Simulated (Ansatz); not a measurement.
Coupled-cluster run, `CP(C(C)(C)C)C(C)(C)C`.

```yaml
crystal:
  periodic: [false, false, false]
  atoms:
    - {symbol: C, position_ang: [-0.486874, -1.951586, -0.988884]}
    - {symbol: P, position_ang: [0.391723, -0.334178, -0.931700]}
    - {symbol: C, position_ang: [-1.051556, 0.869809, -0.767324]}
    - {symbol: C, position_ang: [-1.962547, 0.565864, -1.959423]}
    - {symbol: C, position_ang: [-1.872893, 0.793363, 0.512320]}
    - {symbol: C, position_ang: [-0.508287, 2.286933, -0.950857]}
    - {symbol: C, position_ang: [1.297943, -0.493578, 0.717837]}
    - {symbol: C, position_ang: [1.750910, 0.883578, 1.191779]}
    - {symbol: C, position_ang: [2.548110, -1.311391, 0.379479]}
    - {symbol: C, position_ang: [0.544684, -1.201065, 1.838887]}
    - {symbol: H, position_ang: [-0.929515, -2.086439, -1.975965]}
    - {symbol: H, position_ang: [-1.267453, -2.063439, -0.232375]}
    - {symbol: H, position_ang: [0.243505, -2.751243, -0.852125]}
    - {symbol: H, position_ang: [-1.397586, 0.517606, -2.895090]}
    - {symbol: H, position_ang: [-2.500441, -0.375642, -1.834732]}
    - {symbol: H, position_ang: [-2.707235, 1.362300, -2.059498]}
    - {symbol: H, position_ang: [-1.305651, 1.125674, 1.383131]}
    - {symbol: H, position_ang: [-2.748751, 1.446935, 0.426971]}
    - {symbol: H, position_ang: [-2.239508, -0.217146, 0.707482]}
    - {symbol: H, position_ang: [0.139961, 2.594954, -0.130218]}
    - {symbol: H, position_ang: [-1.340970, 2.997202, -0.999461]}
    - {symbol: H, position_ang: [0.062626, 2.369785, -1.878770]}
    - {symbol: H, position_ang: [0.919153, 1.482768, 1.566109]}
    - {symbol: H, position_ang: [2.244501, 1.442269, 0.392042]}
    - {symbol: H, position_ang: [2.468147, 0.771339, 2.011998]}
    - {symbol: H, position_ang: [3.159467, -1.438507, 1.279535]}
    - {symbol: H, position_ang: [3.154461, -0.814103, -0.380541]}
    - {symbol: H, position_ang: [2.299045, -2.309330, 0.009497]}
    - {symbol: H, position_ang: [1.190902, -1.274589, 2.721099]}
    - {symbol: H, position_ang: [-0.358305, -0.669739, 2.137772]}
    - {symbol: H, position_ang: [0.262453, -2.218372, 1.561029]}
basis:
  gaussian: {orbitals: def2-TZVPP}
correlation: {method: ccsd_t}
output: {orbitals: {seedname: orbitals}}
```

```sh
$ ansatz run in.yaml --threads 4 --pin off --events-out ev --progress --plain --max-ram 46080MiB --backend cuda --devices 0, --max-vram 37GiB
```

Output of Ansatz, abridged:

```
Functional definition: HF
3544 factors; integrals over basis functions are off by at most 1.0e-3 eV
mean field evaluation 1: about -18872.1608 eV, gradient 5.7e1 eV
mean field evaluation 2: about -18872.7271 eV, gradient 5.7e1 eV
mean field evaluation 4: about -18881.9971 eV, gradient 7.0e0 eV
mean field evaluation 8: about -18882.1703 eV, gradient 3.9e-1 eV
mean field -18882.17093244 eV, -693.9069829722 hartree, gradient 1.2e-6 eV, S^2 0.000000; 0 other end points of the search recorded, 0 dependent functions left out
14 core orbitals not correlated: weight in the atoms' cores, before any rotation towards them, 1.000 or more for the frozen orbitals, at most 0.000 for the correlated occupied ones
reference -18882.17093244 eV, -693.9069829722 hartree; 31, 31 occupied and 570, 570 virtual orbitals, 3544 factors
second order -48.23497561 eV of doubles, -0.00000000 eV of singles
cycle   1  -49.73140139 eV  change    -1.5e0 eV  update   1.4e-1
cycle   2  -50.92291735 eV  change    -1.2e0 eV  update   3.9e-2
cycle   3  -51.11713944 eV  change   -1.9e-1 eV  update   1.6e-2
cycle   4  -51.10941503 eV  change    7.7e-3 eV  update   3.5e-3
cycle   5  -51.10961681 eV  change   -2.0e-4 eV  update   1.4e-3
cycle   6  -51.10991845 eV  change   -3.0e-4 eV  update   4.0e-4
cycle   7  -51.10972125 eV  change    2.0e-4 eV  update   1.5e-4
cycle   8  -51.10972463 eV  change   -3.4e-6 eV  update   5.4e-5
perturbative correction -2.18029931 eV, -0.0801245219 hartree
Total energy: -18935.46095639 eV, -695.8653552310 hartree
```

Hardware: 4 threads of an AMD EPYC 7R13 on a shared host and a share of an NVIDIA H100 80 GB. Wall time 3.6 min, peak host memory 4 GiB.

Correlation energy per correlated electron: -0.860 eV. T1 diagnostic: 0.0099.
